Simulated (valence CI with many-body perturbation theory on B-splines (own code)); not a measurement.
E1 line list for Kr³¹⁺

Calculated by relativistic CI+MBPT: three valence electrons over a frozen Dirac-Fock core [He], radial functions for each j: 11 s, 11 p, 9 d, 7 f, 5 g, 2 h, 1 i, with the one-electron correlation potential Σ1 (screened to all orders), the two-electron term Σ2, the three-electron term Σ3, Breit, model QED; selected single and double excitations, second order for the rest (own B-spline code, finite nucleus).

The last digits are not significant, and no measured levels were compared; by estimate large intervals hold to a few tenths of a per cent, small ones and those within an open d or f shell to about a per cent.

Lines 201 to 250 of 260 in falling wavelength, among levels below 19491 × 10³ cm⁻¹, chosen from the strongest by gf and those to the six lowest levels. Wavelengths and rates use the calculated energies. Electric multipoles are in the length gauge, E1 and E2 with the static RPA response of the core. Weak lines are less certain than strong ones. Lines between different terms over intervals too small for the method are left out, as are lines whose strength nearly cancels. The highest levels of a list are the least certain.

Levels are named by their leading jj configuration (3d3/2^4 stands for four electrons in 3d with j = 3/2), which in mixed levels can hold well under half, so a name can repeat and another be missing. Letters in brackets count levels of one name in rising energy.

| λ vac (Å) | Upper | Lower | A (s⁻¹) | S (a.u.) with core polarisation | S without |
| --- | --- | --- | --- | --- | --- |
| 5.615 | (2s 2p3/2 3d3/2) J=5/2 [b] | (2s 2p1/2 2p3/2) J=5/2 | 6.22e+11 | 3.26e-04 | 3.26e-04 |
| 5.611 | (2s 2p3/2 3d5/2) J=7/2 [b] | (2s 2p1/2 2p3/2) J=5/2 | 2.20e+12 | 1.54e-03 | 1.54e-03 |
| 5.610 | (2p1/2 2p3/2 3p3/2) J=3/2 [b] | (2s 2p1/2 2p3/2) J=1/2 | 6.72e+12 | 2.34e-03 | 2.34e-03 |
| 5.597 | (2s 2p3/2 3p3/2) J=3/2 [a] | (2s^2 2p3/2) J=3/2 | 1.88e+13 | 6.52e-03 | 6.52e-03 |
| 5.591 | (2s 2p1/2 3p3/2) J=3/2 [a] | (2s^2 2p1/2) J=1/2 | 1.06e+13 | 3.65e-03 | 3.65e-03 |
| 5.589 | (2s 2p1/2 3p1/2) J=1/2 [b] | (2s^2 2p1/2) J=1/2 | 9.48e+12 | 1.63e-03 | 1.63e-03 |
| 5.587 | (2p1/2 2p3/2 3p3/2) J=3/2 [b] | (2s 2p1/2 2p3/2) J=3/2 [b] | 9.33e+12 | 3.21e-03 | 3.21e-03 |
| 5.586 | (2s 2p3/2 3d5/2) J=3/2 [b] | (2s 2p1/2 2p3/2) J=5/2 | 3.97e+11 | 1.36e-04 | 1.36e-04 |
| 5.580 | (2p1/2 2p3/2 3p1/2) J=3/2 [a] | (2s 2p1/2 2p3/2) J=5/2 | 1.70e+12 | 5.83e-04 | 5.82e-04 |
| 5.575 | (2p1/2 2p3/2 3p3/2) J=5/2 [b] | (2s 2p1/2 2p3/2) J=3/2 [b] | 1.05e+13 | 5.38e-03 | 5.37e-03 |
| 5.574 | (2s 2p3/2 3p3/2) J=5/2 [a] | (2s^2 2p3/2) J=3/2 | 2.36e+13 | 1.21e-02 | 1.21e-02 |
| 5.572 | (2s 2p1/2 3p3/2) J=1/2 | (2s^2 2p1/2) J=1/2 | 2.76e+13 | 4.72e-03 | 4.72e-03 |
| 5.571 | (2s 2p3/2 3d3/2) J=5/2 [b] | (2s 2p1/2 2p3/2) J=3/2 [a] | 4.02e+11 | 2.06e-04 | 2.06e-04 |
| 5.569 | (2s 2p3/2 3p3/2) J=1/2 [a] | (2s^2 2p3/2) J=3/2 | 2.38e+13 | 4.05e-03 | 4.05e-03 |
| 5.564 | (2p1/2^2 3p1/2) J=1/2 | (2s 2p1/2^2) J=1/2 | 1.08e+13 | 1.84e-03 | 1.84e-03 |
| 5.562 | (2p1/2^2 3s) J=1/2 | (2s^2 2p3/2) J=3/2 | 7.60e+12 | 1.29e-03 | 1.29e-03 |
| 5.561 | (2p1/2 2p3/2 3p1/2) J=5/2 | (2s 2p1/2 2p3/2) J=5/2 | 8.65e+12 | 4.41e-03 | 4.40e-03 |
| 5.559 | (2s 2p1/2 3p3/2) J=3/2 [b] | (2s^2 2p1/2) J=1/2 | 2.43e+13 | 8.23e-03 | 8.22e-03 |
| 5.555 | (2s 2p3/2 3d5/2) J=3/2 [a] | (2s 2p1/2^2) J=1/2 | 5.31e+11 | 1.80e-04 | 1.80e-04 |
| 5.555 | (2s 2p3/2 3d3/2) J=1/2 [b] | (2s 2p1/2 2p3/2) J=3/2 [a] | 8.37e+11 | 1.42e-04 | 1.41e-04 |
| 5.552 | (2p1/2 2p3/2 3p3/2) J=1/2 [b] | (2s 2p1/2 2p3/2) J=3/2 [b] | 1.20e+13 | 2.04e-03 | 2.03e-03 |
| 5.547 | (2p1/2 2p3/2 3p1/2) J=1/2 | (2s 2p1/2 2p3/2) J=3/2 [a] | 9.51e+12 | 1.60e-03 | 1.60e-03 |
| 5.543 | (2s 2p3/2 3d5/2) J=3/2 [b] | (2s 2p1/2 2p3/2) J=3/2 [a] | 1.49e+12 | 5.00e-04 | 4.99e-04 |
| 5.543 | (2p1/2 2p3/2 3p3/2) J=5/2 [a] | (2s 2p1/2 2p3/2) J=5/2 | 1.20e+12 | 6.03e-04 | 6.03e-04 |
| 5.536 | (2p1/2 2p3/2 3p1/2) J=3/2 [a] | (2s 2p1/2 2p3/2) J=3/2 [a] | 6.55e+12 | 2.19e-03 | 2.19e-03 |
| 5.531 | (2s 2p3/2 3d5/2) J=1/2 | (2s 2p1/2^2) J=1/2 | 9.49e+11 | 1.58e-04 | 1.59e-04 |
| 5.530 | (2p1/2 2p3/2 3p3/2) J=3/2 [a] | (2s 2p1/2 2p3/2) J=5/2 | 9.02e+11 | 3.01e-04 | 3.01e-04 |
| 5.522 | (2p1/2 2p3/2 3p1/2) J=3/2 [b] | (2s 2p1/2 2p3/2) J=5/2 | 1.64e+13 | 5.45e-03 | 5.44e-03 |
| 5.520 | (2s 2p3/2 3p1/2) J=1/2 | (2s^2 2p3/2) J=3/2 | 1.44e+13 | 2.39e-03 | 2.38e-03 |
| 5.518 | (2s 2p3/2 3p1/2) J=3/2 [b] | (2s^2 2p3/2) J=3/2 | 8.17e+12 | 2.71e-03 | 2.71e-03 |
| 5.518 | (2p1/2 2p3/2 3p1/2) J=5/2 | (2s 2p1/2 2p3/2) J=3/2 [a] | 1.18e+12 | 5.89e-04 | 5.88e-04 |
| 5.518 | (2p1/2 2p3/2 3p3/2) J=7/2 | (2s 2p1/2 2p3/2) J=5/2 | 1.59e+13 | 1.05e-02 | 1.05e-02 |
| 5.510 | (2p1/2^2 3p3/2) J=3/2 | (2s 2p1/2^2) J=1/2 | 1.61e+13 | 5.31e-03 | 5.30e-03 |
| 5.502 | (2p1/2 2p3/2 3p3/2) J=3/2 [b] | (2s 2p1/2 2p3/2) J=5/2 | 1.92e+12 | 6.31e-04 | 6.30e-04 |
| 5.500 | (2p1/2 2p3/2 3p3/2) J=5/2 [a] | (2s 2p1/2 2p3/2) J=3/2 [a] | 1.56e+13 | 7.69e-03 | 7.68e-03 |
| 5.494 | (2p1/2 2p3/2 3p3/2) J=1/2 [a] | (2s 2p1/2 2p3/2) J=3/2 [a] | 5.51e+12 | 9.02e-04 | 9.01e-04 |
| 5.491 | (2p1/2 2p3/2 3p3/2) J=5/2 [b] | (2s 2p1/2 2p3/2) J=5/2 | 7.91e+12 | 3.88e-03 | 3.87e-03 |
| 5.487 | (2p1/2 2p3/2 3p3/2) J=3/2 [a] | (2s 2p1/2 2p3/2) J=3/2 [a] | 5.25e+12 | 1.71e-03 | 1.71e-03 |
| 5.487 | (2s 2p3/2 3p3/2) J=5/2 [b] | (2s^2 2p3/2) J=3/2 | 6.87e+12 | 3.36e-03 | 3.36e-03 |
| 5.479 | (2p1/2 2p3/2 3p1/2) J=3/2 [b] | (2s 2p1/2 2p3/2) J=3/2 [a] | 2.00e+11 | 6.50e-05 | 6.50e-05 |
| 5.478 | (2s 2p3/2 3p3/2) J=3/2 [b] | (2s^2 2p3/2) J=3/2 | 7.63e+12 | 2.48e-03 | 2.47e-03 |
| 5.460 | (2p1/2 2p3/2 3p3/2) J=3/2 [b] | (2s 2p1/2 2p3/2) J=3/2 [a] | 4.21e+12 | 1.35e-03 | 1.35e-03 |
| 5.450 | (2p1/2 2p3/2 3s) J=3/2 [a] | (2s^2 2p3/2) J=3/2 | 1.52e+12 | 4.85e-04 | 4.85e-04 |
| 5.448 | (2s 2p3/2 3d5/2) J=3/2 [b] | (2s 2p1/2^2) J=1/2 | 2.89e+11 | 9.22e-05 | 9.21e-05 |
| 5.447 | (2s 2p3/2 3p3/2) J=3/2 [a] | (2s^2 2p1/2) J=1/2 | 2.60e+11 | 8.29e-05 | 8.28e-05 |
| 5.431 | (2p1/2 2p3/2 3s) J=1/2 | (2s^2 2p3/2) J=3/2 | 1.44e+12 | 2.28e-04 | 2.28e-04 |
| 5.424 | (2p1/2 2p3/2 3s) J=5/2 | (2s^2 2p3/2) J=3/2 | 1.27e+12 | 6.02e-04 | 6.01e-04 |
| 5.421 | (2s 2p3/2 3p3/2) J=1/2 [a] | (2s^2 2p1/2) J=1/2 | 7.06e+11 | 1.11e-04 | 1.11e-04 |
| 5.413 | (2p1/2^2 3s) J=1/2 | (2s^2 2p1/2) J=1/2 | 1.33e+12 | 2.08e-04 | 2.08e-04 |
| 5.410 | (2p1/2 2p3/2 3s) J=3/2 [b] | (2s^2 2p3/2) J=3/2 | 1.53e+12 | 4.77e-04 | 4.77e-04 |
